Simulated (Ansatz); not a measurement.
C2F6, charge +1, doublet, at a GFN2-xTB geometry (a state made from the parent by changing its charge; the spin is typed, not shown lowest); B3LYP/STO-3G (Ansatz, an electronic-structure program).

Input for Ansatz:
Ansatz 0.2 input:
```yaml
crystal:
  periodic: [false, false, false]
  atoms:
    - {symbol: F, position_ang: [1.39849784, -0.28302422, -1.03038222]}
    - {symbol: C, position_ang: [0.92116373, -0.07372652, 0.14678706]}
    - {symbol: F, position_ang: [1.23684521, 1.06373535, 0.66050545]}
    - {symbol: F, position_ang: [1.01932272, -1.07321699, 0.95224625]}
    - {symbol: C, position_ang: [-0.92116373, 0.07372652, -0.14678706]}
    - {symbol: F, position_ang: [-1.01932272, 1.07321699, -0.95224625]}
    - {symbol: F, position_ang: [-1.23684521, -1.06373535, -0.66050545]}
    - {symbol: F, position_ang: [-1.39849784, 0.28302422, 1.03038222]}
basis:
  gaussian:
    orbitals: STO-3G
    occupation: {up: {"Ag": 10, "Au": 7, "Bg": 6, "Bu": 10}, down: {"Ag": 10, "Au": 6, "Bg": 6, "Bu": 10}}
hamiltonian:
  xc: b3lyp
total_charge: 1
magnetization: {spin_polarized: true, initial_magnetization: 1}
```

**Question.** Write the output that Ansatz gives for this input, abridged.

**Answer.** 
```
Functional definition: B3LYP
the irreps are read with x along [0.997, 0.046, 0.058], y along [0.000, 0.782, -0.623] and z along [-0.075, 0.621, 0.780] of the geometry given
604 factors; integrals over basis functions are off by at most 2.6e-5 eV
mean field evaluation 1: about -18086.2325 eV, gradient 2.7e1 eV
mean field evaluation 2: about -18090.4724 eV, gradient 1.5e0 eV
mean field evaluation 4: about -18090.5755 eV, gradient 1.8e-1 eV
mean field evaluation 8: about -18090.5758 eV, gradient 3.2e-6 eV
mean field -18090.57575139 eV, -664.8163966311 hartree, gradient 3.2e-6 eV, S^2 0.754026; 0 other end points of the search recorded, 0 dependent functions left out
reference -18090.57585786 eV, -664.8164005437 hartree; 33, 32 occupied and 7, 8 virtual orbitals, 604 factors
Total energy: -18090.57585786 eV, -664.8164005437 hartree
```
